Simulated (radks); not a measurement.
Radial electron density D(r) = 4 pi r^2 rho(r) of an atom or ion with 19 electrons. Calculated with a radial shooting solver on a logarithmic mesh with Libxc functionals: scalar-relativistic Kohn-Sham, PBE, spin-polarised, spherical densities, finite nucleus; Fermi nuclear charge, rms radius of each element as measured or else 0.836 A^(1/3) + 0.57 fm.

```
   r/bohr * D(r) (the largest magnitude, 90.5, reaches the edge; | marks zero)
 0.002666 |      *
 0.002982 |        *
 0.003336 |         *
 0.003701 |           *
  0.00414 |             *
  0.00463 |               *
 0.005138 |                 *
 0.005747 |                    *
 0.006377 |                       *
 0.007132 |                          *
 0.007978 |                             *
 0.008852 |                                *
 0.009901 |                                   *
  0.01107 |                                     *
  0.01229 |                                        *
  0.01374 |                                          *
  0.01537 |                                           *
  0.01706 |                                            *
  0.01908 |                                            *
  0.02117 |                                           *
  0.02368 |                                          *
  0.02649 |                                        *
  0.02939 |                                       *
  0.03287 |                                      *
  0.03677 |                                      *
   0.0408 |                                       *
  0.04563 |                                          *
  0.05063 |                                             *
  0.05664 |                                                 *
  0.06335 |                                                    *
  0.07029 |                                                      *
  0.07862 |                                                      *
  0.08794 |                                                   *
  0.09758 |                                              *
   0.1091 |                                       *
   0.1221 |                                *
   0.1355 |                          *
   0.1515 |                       *
   0.1681 |                      *
    0.188 |                       *
   0.2103 |                         *
   0.2334 |                          *
    0.261 |                         *
    0.292 |                     *
    0.324 |                *
   0.3624 |          *
   0.4053 |      *
   0.4497 |  *
    0.503 |*
   0.5582 |*
   0.6243 *
   0.6983 *
   0.7748 *
   0.8667 *
```

What is the nuclear charge?

Answer. Z = 56. The innermost maximum, from 1s, lies near gamma/Z bohr with gamma = sqrt(1 - (Z/c)^2) = 0.913, here 0.0163 bohr (found: 0.0179), and its height grows with Z. The density is that of the barium ion Ba37+ in [Ar] 3d1; the configuration itself is not fixed sharply by these data, and Z only to a few units. D(r) has 3 maxima, at r = 0.0179, 0.0743, 0.233 bohr, and minima at 0.0345, 0.165 bohr, inside which lie 1.97, 10.57 electrons.
